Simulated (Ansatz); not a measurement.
Molecule: VI, charge 0, multiplicity 5. The spin state was set by rule; other spins were not relaxed. 
Geometry from a B3LYP-D3(BJ)/def2-TZVP (Ansatz, a first-principles code) optimisation:
SMILES: [V][I]
```xyz
2

V      0.0000     0.0000    -1.8149
I      0.0000     0.0000     0.7876
```
Charge 0, spin multiplicity 5.

Basis-set convergence of Hartree-Fock and CCSD correlation energies (hartree) with Ansatz. Valence correlation only, unless marked. Open shells are spin-unrestricted. Spin-orbit coupling is left out. Frozen are the shells of the preceding noble gas and the d and f shells that filled before the atom's block. In def2 rows, elements after Kr have scalar-relativistic effective core potentials.

The T1 diagnostic of CCSD in the largest basis is 0.074, which is high, so the coupled-cluster rows are less sure than usual.

```csv
basis,functions,E(HF),"E(corr, CCSD)"
def2-SVP,57,-1239.49372,-0.14753
def2-TZVPP,114,-1239.62832,-0.21460
def2-QZVPP,175,-1239.64738,-0.23918
```

Extrapolating the two largest sets (X = 3 and 4) as X^-3: E(corr) = (64·(-0.23918) - 27·(-0.21460))/37 = -0.2571 Eh, an estimate of the basis-set limit. The largest set recovers 93.0 % of it, the smallest 57.4 %.
